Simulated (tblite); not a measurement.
Compound: C6H14FNSi.
Cartesian coordinates in Å at the GFN2-xTB level; atoms count from 1:
```xyz
23
C6H14FNSi angstrom
C     -2.229    1.371   -0.137
C     -1.356    0.166   -0.477
C     -2.223   -1.081   -0.644
C     -0.298   -0.044    0.607
C      0.772    1.058    0.697
Si     2.096   -0.309    0.585
C      3.316   -0.352   -0.890
F      4.203   -1.399   -0.722
N      0.623   -1.139    0.300
H     -2.953    1.549   -0.929
H     -2.772    1.192    0.790
H     -1.627    2.267   -0.013
H     -0.832    0.356   -1.420
H     -2.988   -0.910   -1.398
H     -2.715   -1.327    0.296
H     -1.621   -1.931   -0.957
H     -0.796   -0.200    1.572
H      0.735    1.624    1.620
H      0.721    1.753   -0.135
H      2.869   -0.555    1.809
H      3.928    0.549   -0.957
H      2.828   -0.516   -1.853
H      0.313   -2.096    0.340
```

Computed values, GFN2-xTB/tblite, gas phase, harmonic and unscaled. This tight-binding method is rough: wavenumbers can miss measured ones by several per cent, in bad cases by 10 to 20. Modes of hydrogen on silicon can be 10 to 20 % off. One conformer, not necessarily the lowest.

Harmonic wavenumbers (cm⁻¹): 30.9, 51.4, 63.7, 135.0, 186.4, 193.3, 200.3, 226.7, 250.9, 319.0, 366.9, 419.9, 435.5, 464.5, 545.2, 595.7, 677.9, 708.1, 745.1, 751.3, 789.1, 862.7, 934.8, 946.9, 955.9, 981.7, 1026.0, 1028.6, 1048.1, 1077.6, 1148.8, 1155.3, 1174.7, 1197.3, 1205.1, 1219.8, 1273.8, 1279.1, 1291.1, 1319.9, 1358.5, 1405.3, 1418.7, 1440.5, 1472.7, 1496.6, 1498.9, 1506.6, 1510.7, 2217.9, 2876.0, 2934.5, 2962.9, 2968.7, 3021.5, 3027.8, 3028.7, 3029.3, 3035.2, 3042.7, 3046.1, 3048.5, 3466.3.

A = 2993, B = 628.3, C = 584.9 MHz; mass 147.088 u (most abundant isotopes); point group C1, symmetry number 1.

**Question.** Zero-point energy?

**Answer.** Half the sum of the wavenumbers: 42049 cm⁻¹ = 120.22 kcal/mol.

**Question.** Give the ideal-gas entropy at 350 K and 1 bar in the rigid-rotor, harmonic-oscillator model (classical rotation).

**Answer.** Translation 41.69, rotation 30.54, vibration 43.03: S = 115.3 cal/(mol K).

**Question.** And Cp and H(350 K) − H(0)?

**Answer.** Cp = 50.90 cal/(mol K), of which vibrations give 42.95 (their classical limit is 63 R = 125.2); H(350 K) − H(0) = 10.42 kcal/mol without the zero-point energy, 7.64 from vibrations.

**Question.** Blend soft modes into free rotors: weight 1/[1 + (100 cm⁻¹/ν̃)⁴] for the oscillator and the rest for a rotor with moment μB/(μ + B), μ = h/(8π²ν), B = 10⁻⁴⁴ kg m². What vibrational entropy results?

**Answer.** 38.68 cal/(mol K) in place of 43.03, which changes −T·S at 350 K by +1.52 kcal/mol.

**Question.** Which modes carry the vibrational entropy at 350 K?

**Answer.** 30.9 cm⁻¹: 6.09; 51.4 cm⁻¹: 5.08; 63.7 cm⁻¹: 4.66; 135.0 cm⁻¹: 3.18; 186.4 cm⁻¹: 2.56; 193.3 cm⁻¹: 2.50 cal/(mol K); the other 57 give 18.96 together.

**Question.** How do the functions run with temperature in this model?

**Answer.** 
| T (K) | S (cal/(mol K)) | Cp (cal/(mol K)) | H − H(0) (kcal/mol) | G − H(0) (kcal/mol) | ln q(vib) |
| --- | --- | --- | --- | --- | --- |
| 150 | 83.8 | 27.1 | 2.66 | -9.90 | 4.27 |
| 250 | 100.3 | 38.7 | 5.94 | -19.13 | 7.51 |
| 298.15 | 107.6 | 44.6 | 7.95 | -24.14 | 9.03 |
| 400 | 122.4 | 56.7 | 13.12 | -35.86 | 12.23 |
| 600 | 149.3 | 75.8 | 26.49 | -63.08 | 18.40 |
| 900 | 183.8 | 94.3 | 52.23 | -113.21 | 27.18 |

q(vib) and H(0) count from the zero-point level.

Hindered rotation and anharmonicity are outside this model. Other conformers, if any are populated, would add a mixing term that is left out. The structure is chiral; the term R ln 2 for an equal mix with its mirror image is left out.
